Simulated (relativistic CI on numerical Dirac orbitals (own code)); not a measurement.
**What each ingredient does to the levels of Re LV**

Base calculation: Dirac-Coulomb-Breit CI, KLI orbitals optimised for each configuration, model QED (radiative potential, 1s self-energy scaled to tabulated hydrogen-like ionisation energies), unscaled Slater integrals.

Configuration list (outside the closed core [Ne]): 3s2 3p6 3d3, 3s2 3p5 3d4, 3s 3p6 3d4, 3s2 3p6 3d2 4s, 3s2 3p6 3d2 4p, 3s2 3p6 3d2 4d, 3s2 3p5 3d3 4s, 3s2 3p6 3d2 4f, 3s2 3p5 3d3 4p, 3s 3p6 3d3 4s, 3p6 3d4 4p, 3s 3p6 3d3 4p, 3s2 3p6 3d 4s 4p, 3s2 3p6 3d2 5s, 3s 3p6 3d3 4d, 3s2 3p6 3d2 5p, 3s2 3p6 3d 4p 4d, 3s2 3p6 3d2 5f, 3s 3p6 3d2 4s 4p, 3p6 3d5, 3p5 3d6, 3p5 3d5 4s, 3p6 3d4 4s, 3p5 3d4 4s2, 3s2 3p6 3d 4s2, 3s2 3p6 4s2 4p, 3s2 3p6 4s2 4d, 3s2 3p6 3d 4p2, 3s2 3p6 4s 4p2, 3s2 3p6 4p3, 3s2 3p6 4p2 4d, 3s2 3p5 3d 4s 4p2. Double excitations out of closed p, d and f shells are left out; levels of such configurations are missing from the list, as are those of other unlisted configurations, and high levels can miss mixing partners. These lack a partner that the ground configuration has and come out too high: 3s2 3p5 3d3 4p.

Variants: (1) QED terms removed; (2) only the first configuration. Shifts of the energy above 3s2 3p6 3d3 4F_3/2, in cm⁻¹, for the lowest level and the first level of each name with at least 55 % of one term (blank where a level changes its place among those of its configuration and J or its character, or is not in the variant):

| Level | Base | Δ(1) | Δ(2) |
| --- | --- | --- | --- |
| 3s2 3p6 3d3 4F_3/2 | 0 | 0 | 0 |
| 3s2 3p6 3d3 4F_5/2 | 562203 | -1635 | -885 |
| 3s2 3p6 3d3 4P_1/2 | 662275 | -1609 | +1243 |
| 3s2 3p6 3d3 4F_7/2 | 1198871 | -3248 | -1212 |
| 3s2 3p6 3d3 2P_1/2 | 1309665 | -3251 | +1029 |
| 3s2 3p6 3d3 2H_11/2 | 1316461 | -3274 | -2902 |
| 3s2 3p6 3d3 2F_7/2 | 1399402 | -3232 | +1257 |
| 3s2 3p6 3d3 2D_3/2 | 1575162 | -3293 | +1347 |

At this charge energies of transitions that change n are usually good to better than 1 %, and those within a shell (Δn = 0) to a few per cent.

Ionisation energy from the two ground configurations alone: base 5236.59 eV. The NIST ASD value (theoretical) is 5236 eV.

LS names give the leading component of a level, which can be under half, so a name can repeat, a term be missing and a line seem to break the LS rules.
